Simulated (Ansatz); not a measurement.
(CdO)6 prism (Cd6O6). The state is a singlet with charge 0. Geometry PBE0-D4/def2-SVP.

| atom | x (Å) | y (Å) | z (Å) |
| --- | --- | --- | --- |
| Cd1 | -0.895 | 1.506 | -1.427 |
| O2 | -1.951 | -0.307 | -1.522 |
| Cd3 | -1.924 | -1.104 | 0.421 |
| O4 | -1.012 | -0.515 | 2.217 |
| Cd5 | -0.075 | 1.325 | 1.832 |
| O6 | 0.169 | 2.482 | 0.097 |
| Cd7 | 1.924 | 1.104 | -0.421 |
| O8 | 1.012 | 0.515 | -2.217 |
| Cd9 | 0.076 | -1.325 | -1.832 |
| O10 | -0.169 | -2.482 | -0.097 |
| Cd11 | 0.895 | -1.506 | 1.427 |
| O12 | 1.951 | 0.307 | 1.522 |

In the def2 sets Cd takes a core potential, while STO-3G treats all electrons; there is no spin–orbit coupling. B3LYP takes the VWN-RPA correlation.

Task: Estimate the orbital energies around the gap (eV) in Ansatz with HF/STO-3G, PBE-D4/def2-SVP, r2SCAN-D4/def2-TZVP, B3LYP-D4/def2-TZVP, PBE0-D4/def2-SVP.

Result: 
```csv
orbital,HF/STO-3G,PBE-D4/def2-SVP,r2SCAN-D4/def2-TZVP,B3LYP-D4/def2-TZVP,PBE0-D4/def2-SVP
HOMO−13,-6.87,-7.89,-8.07,-9.00,-9.11
HOMO−12,-6.87,-7.62,-7.85,-8.76,-8.84
HOMO−11,-6.77,-7.49,-7.67,-8.51,-8.65
HOMO−10,-6.74,-7.03,-7.26,-8.17,-8.28
HOMO−9,-5.26,-6.65,-6.81,-7.59,-7.69
HOMO−8,-5.02,-6.09,-6.32,-7.19,-7.27
HOMO−7,-5.02,-6.09,-6.32,-7.19,-7.27
HOMO−6,-4.80,-5.87,-6.12,-6.98,-7.03
HOMO−5,-4.80,-5.86,-6.11,-6.97,-7.03
HOMO−4,-4.68,-5.84,-6.06,-6.95,-7.02
HOMO−3,-4.64,-5.83,-6.06,-6.95,-7.02
HOMO−2,-4.64,-5.60,-5.88,-6.80,-6.84
HOMO−1,-4.09,-5.36,-5.61,-6.52,-6.59
HOMO,-4.08,-5.35,-5.61,-6.52,-6.58
LUMO,5.76,-4.06,-3.91,-3.63,-3.19
LUMO+1,7.65,-2.64,-2.47,-2.17,-1.73
LUMO+2,7.98,-2.51,-2.29,-2.01,-1.58
LUMO+3,7.99,-2.51,-2.29,-2.00,-1.57
LUMO+4,8.65,-2.03,-1.77,-1.50,-1.08
LUMO+5,8.66,-2.02,-1.77,-1.50,-1.08
```
